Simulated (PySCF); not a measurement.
Molecule: SMILES C1=NC(C=O)=CC=C1, C6H5NO.

Geometry (Å), atoms numbered from 1 in this order:
```xyz
13

O     3.0541    0.6787    0.1912
C     2.3405   -0.2714   -0.0018
C     0.8521   -0.2085    0.0058
C     0.2026    1.0053    0.2466
C    -1.1872    1.0141    0.2428
C    -1.8596   -0.1824    0.0005
C    -1.1119   -1.3402   -0.2284
N     0.2154   -1.3577   -0.2266
H     2.7364   -1.2964   -0.2061
H     0.8026    1.8995    0.4279
H    -1.7413    1.9381    0.4256
H    -2.9509   -0.2238   -0.0123
H    -1.6163   -2.2939   -0.4214
```

Geometry PBE0-D3(BJ)/def2-SVP throughout; GIAO in PySCF 2.14, gas phase, one conformer, non-relativistic; equivalent atoms averaged; functional PBE0.

For orientation, aug-cc-pVDZ gives these absolute shieldings σ: O1 -277.4, C7 45.8, C5 60.7, C6 68.5, C4 74.0, N8 -67.8, H13 22.25, H10 22.95, H12 23.73 ppm.

A run gave: O1 -296.7, C7 48.1, C5 61.5, C6 69.2, C4 74.4, N8 -68.7, H13 22.47, H10 23.23, H12 24.04 ppm (absolute shieldings σ).

Which basis set was used in that run?
A. 6-31G*
B. cc-pVDZ
C. cc-pVTZ
D. IGLO-III

Answers

B. O1 tells them apart best: cc-pVDZ gives -296.7, cc-pVTZ gives -320.8, IGLO-III gives -333.9, 6-31G* gives -276.7 ppm.
